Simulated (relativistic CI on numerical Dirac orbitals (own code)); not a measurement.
## Radial parameters of Tl³²⁺

Calculated at this level of theory: Dirac-Coulomb-Breit CI, KLI orbitals optimised for each configuration, a model potential for QED, unscaled Slater integrals (own radial code, finite nucleus).

Slater integrals F^k, G^k are unscaled and averaged over j, outside the closed core [Ar] 3d10; ζ comes from projecting the Hamiltonian with its Breit term on Σ l·s of the shell.

- 4s2 4p6 4d10 4f3: F^2(4f,4f) = 278140, F^4(4f,4f) = 181560, F^6(4f,4f) = 132860, ζ(4f) = 14778 cm⁻¹; <r>(4f) = 0.3782, <r^2>(4f) = 0.1635 (bohr units).
- 4s2 4p6 4d9 4f4: ζ(4d) = 82069, F^2(4f,4f) = 277690, F^4(4f,4f) = 181250, F^6(4f,4f) = 132620, F^2(4d,4f) = 253020, F^4(4d,4f) = 164720, G^1(4d,4f) = 266550, G^3(4d,4f) = 181640, G^5(4d,4f) = 132800, ζ(4f) = 14650 cm⁻¹; <r>(4d) = 0.3971, <r^2>(4d) = 0.1805, <r>(4f) = 0.3788, <r^2>(4f) = 0.164 (bohr units).
- 4s2 4p6 4d10 4f2 5s: F^2(4f,4f) = 280720, F^4(4f,4f) = 183350, F^6(4f,4f) = 134200, ζ(4f) = 15100, G^3(4f,5s) = 37039 cm⁻¹; <r>(4f) = 0.3753, <r^2>(4f) = 0.1609, <r>(5s) = 0.6806, <r^2>(5s) = 0.5166 (bohr units).

Averages of the first 10 configurations, taken without configuration mixing, which lowers the lowest level and can move excited configurations by several eV; other configurations of the list can lie among them:

| Configuration | Parity | States | Average energy above the lowest level (eV) |
| --- | --- | --- | --- |
| 4s2 4p6 4d10 4f3 | odd | 364 | 18.6 |
| 4s2 4p6 4d9 4f4 | even | 10010 | 278.8 |
| 4s2 4p6 4d10 4f2 5s | even | 182 | 224.2 |
| 4s2 4p6 4d10 4f2 5p | odd | 546 | 309.1 |
| 4s2 4p6 4d10 4f 5s2 | odd | 14 | 442.3 |
| 4s2 4p5 4d10 4f4 | odd | 6006 | 547.0 |
| 4s2 4p6 4d10 4f 5s 5p | even | 168 | 523.8 |
| 4s2 4p6 4d10 4f2 5d | even | 910 | 416.3 |
| 4s2 4p6 4d10 4f 5p2 | odd | 210 | 611.9 |
| 4s 4p6 4d10 4f4 | even | 2002 | 761.1 |
